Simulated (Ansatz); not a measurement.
What each rung costs, and what it gives

Saddle point of SnNH5O, closed shell (SnNH₅O ([NH2][SnH2][OH]) → SnH₂O ([O][SnH2]) + NH₃ (still joined by a long Sn–N bond); bonds formed: N2–H4; bonds broken: O3–H4; bonds weakened to dative contacts: Sn1–N2), PBE0-D4/def2-TZVP structure:

Sn1  (-1.020, 0.358, 0.289)
N2  (1.025, -0.343, -0.091)
O3  (-0.854, 0.149, -1.582)
H4  (0.443, -0.237, -1.118)
H5  (-0.916, 1.886, 1.054)
H6  (-1.797, -0.806, 1.276)
H7  (1.304, -1.286, 0.151)
H8  (1.816, 0.279, 0.022)
(Å)

Barriers are electronic and count from the start structure reached by relaxing down the imaginary mode.

Computed with Ansatz 0.2.0 (basis: as named in each row); correlated methods freeze the cores. Filled d shells of the heavier atoms are correlated. Core potentials replace the inner electrons of the atoms past krypton. The def2 sets are not built for correlating such inner shells, so the correlated values are less sure here. B3LYP uses VWN-RPA correlation. Extrapolation: Hartree–Fock as exp(−7.88 √X), correlation as X^−2.97.

Times are rough, for one single point on 4 threads of a shared host (Intel Xeon).

The estimate by CCSD(T) at an estimated basis limit (MP2 extrapolated from triple and quadruple zeta, plus CCSD(T) − MP2 in triple zeta) is 161.9 kJ/mol.

```
      method       basis  time (s)  barrier (kJ/mol)  method less estimate
       SPW92    def2-SVP         1             107.3                 -54.5
      PBE-D4    def2-SVP         1             120.8                 -41.0
       SPW92  def2-TZVPP         2             119.3                 -42.6
      PBE-D4  def2-TZVPP         2             132.3                 -29.5
     PBE0-D4    def2-SVP         2             148.4                 -13.5
     BLYP-D4  def2-TZVPP         2             137.8                 -24.0
   r2SCAN-D4  def2-TZVPP         3             149.0                 -12.9
    BHLYP-D4  def2-TZVPP         4             184.9                  23.0
    B3LYP-D4  def2-TZVPP         4             157.7                  -4.2
     PBE0-D4  def2-TZVPP         4             157.2                  -4.7
     CCSD(T)    def2-SVP         4             162.6                   0.7
CAM-B3LYP-D4  def2-TZVPP         4             166.7                   4.8
  r2SCAN0-D4  def2-TZVPP         5             166.9                   5.0
     wB97M-V    def2-SVP         6             159.9                  -2.0
      B97M-V  def2-TZVPP         8             160.5                  -1.4
      B2PLYP  def2-TZVPP         8             157.8                  -4.1
    PBE-QIDH  def2-TZVPP         8             166.5                   4.6
     wB97X-V  def2-TZVPP         9             170.8                   8.9
  RPA on PBE  def2-TZVPP         9             160.3                  -1.5
     wB97M-V  def2-TZVPP        10             168.8                   6.9
         MP2  def2-QZVPP        22             154.8                  -7.1
     CCSD(T)  def2-TZVPP        65             165.2                   3.4
```

All methods are single points on the PBE0-D4 structures.

The T1 diagnostic stays at or below 0.022.

Labels in which every atom is bracketed show which atoms are joined, not bond orders.
